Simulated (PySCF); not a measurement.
## Magnetic susceptibility: `InChI=1S/C6H8F3N/c1-6(2-3-10-6)4(7)5(8)9/h10H,2-3H2,1H3/t6-/m1/s1`

Molfile (atoms numbered from 1):
```
C6H8F3N
     RDKit          3D

 18 18  0  0  0  0  0  0  0  0999 V2000
   -0.1804   -1.4688   -0.7867 C   0  0  0  0  0  0  0  0  0  0  0  0
   -0.0131   -0.1838    0.0260 C   0  0  2  0  0  0  0  0  0  0  0  0
    1.3859   -0.1137    0.5839 C   0  0  0  0  0  0  0  0  0  0  0  0
    1.5585   -0.6554    1.8064 F   0  0  0  0  0  0  0  0  0  0  0  0
    2.4307    0.4216   -0.0316 C   0  0  0  0  0  0  0  0  0  0  0  0
    2.3730    0.9476   -1.2477 F   0  0  0  0  0  0  0  0  0  0  0  0
    3.6659    0.4936    0.4478 F   0  0  0  0  0  0  0  0  0  0  0  0
   -1.1339    0.0600    1.0575 C   0  0  0  0  0  0  0  0  0  0  0  0
   -1.6526    1.1383    0.0975 C   0  0  0  0  0  0  0  0  0  0  0  0
   -0.3991    1.0543   -0.6526 N   0  0  0  0  0  0  0  0  0  0  0  0
    0.5088   -1.4693   -1.6291 H   0  0  0  0  0  0  0  0  0  0  0  0
   -1.1986   -1.5401   -1.1632 H   0  0  0  0  0  0  0  0  0  0  0  0
    0.0236   -2.3365   -0.1634 H   0  0  0  0  0  0  0  0  0  0  0  0
   -0.7732    0.4540    2.0031 H   0  0  0  0  0  0  0  0  0  0  0  0
   -1.7904   -0.7865    1.2381 H   0  0  0  0  0  0  0  0  0  0  0  0
   -1.8155    2.1298    0.5224 H   0  0  0  0  0  0  0  0  0  0  0  0
   -2.5459    0.8336   -0.4573 H   0  0  0  0  0  0  0  0  0  0  0  0
   -0.4521    1.0276   -1.6626 H   0  0  0  0  0  0  0  0  0  0  0  0
  2  1  1  6
  2  3  1  0
  3  4  1  0
  3  5  2  3
  5  6  1  0
  5  7  1  0
  2  8  1  0
  8  9  1  0
  9 10  1  0
 10  2  1  0
  1 11  1  0
  1 12  1  0
  1 13  1  0
  8 14  1  0
  8 15  1  0
  9 16  1  0
  9 17  1  0
 10 18  1  0
M  END
```

Level of theory: GIAO revPBE/def2-SVP magnetisability, rotational g tensor and spin-rotation constants, non-relativistic, gas phase (PySCF 2.14.0). Geometry: GFN2-xTB.

(1) What are the magnetisability and the molar susceptibility?

(2) Split it along the inertial axes a, b, c into diamagnetic and paramagnetic parts about the centre of mass, with the quadrupole moment.

(3) And the rotational g tensor?

Answers

(1) Isotropic -1315 × 10⁻³⁰ J/T², or -79.2 × 10⁻⁶ cm³/mol; principal values -1394, -1343, -1207 × 10⁻³⁰ J/T², anisotropy 168 × 10⁻³⁰ J/T² (root of half the summed squared differences of the principal values). The susceptibility is in cgs units.

(2) 
| axis | χ (10⁻⁶ cm³/mol) | diamagnetic (10⁻⁶ cm³/mol) | paramagnetic (10⁻⁶ cm³/mol) | summed x² of all electrons (Å²) | quadrupole Θ (D Å) |
| --- | --- | --- | --- | --- | --- |
| a | -78.2 | -658.9 | 580.8 | 244.3 | +1.32 |
| b | -80.7 | -1297.0 | 1216.4 | 93.9 | -2.21 |
| c | -78.7 | -1434.6 | 1355.9 | 61.4 | +0.89 |

Anisotropies 2χaa − χbb − χcc = +3.1 and 2χbb − χaa − χcc = -4.4 × 10⁻⁶ cm³/mol. Θ is traceless in Buckingham's convention.

(3) 
| axis | rotational constant (GHz) | g | nuclear part | electronic part |
| --- | --- | --- | --- | --- |
| a | 2.1200 | -0.0222 | 0.5563 | -0.5784 |
| b | 0.9757 | -0.0081 | 0.5494 | -0.5576 |
| c | 0.8463 | -0.0085 | 0.5306 | -0.5391 |

Asymmetric top; isotopes 12C, 19F, 1H, 14N; no vibrational averaging.
